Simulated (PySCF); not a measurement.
How methods differ on the ionisation energy of Hf²⁺

Hf²⁺ [Xe] 4f14 5d2 (3F) → Hf³⁺ [Xe] 4f14 5d1 (2D), as a difference of total energies. All numbers are calculated (PySCF 2.14, the spin-free X2C one-electron Hamiltonian (Gaussian nucleus), in x2c-TZVPPall with one added diffuse shell each of s, p, d, f type (12s8p8d4f1g, 113 functions)). Correlated levels: valence: [Xe] 4f14 frozen; valence and next inner shell: [Kr] 4d10 4f14 frozen. The calculations carry no spin-orbit coupling.

```tsv
method	ionisation energy (eV)	plus first-order spin-orbit estimate	difference from reference of that sum (eV)
UHF	21.455	21.506	-1.044
LDA	22.643	22.694	+0.144
PBE	22.526	22.577	+0.027
PBE0	22.441	22.492	-0.058
r2SCAN	22.544	22.595	+0.045
MP2 (valence)	21.537	21.588	-0.962
SCS-MP2 (valence)	21.482	21.533	-1.017
MP2 (valence and next inner shell)	21.824	21.875	-0.675
SCS-MP2 (valence and next inner shell)	21.739	21.790	-0.760
```

Reference: 22.55 ± 0.04 eV (theoretical estimate listed by NIST; NIST Atomic Spectra Database, ionization energies).

A first-order spin-orbit estimate (lowest level to lowest level, LS coupling) adds 0.051 eV.

Errors of the correlated levels include the incompleteness of this basis and the frozen core.
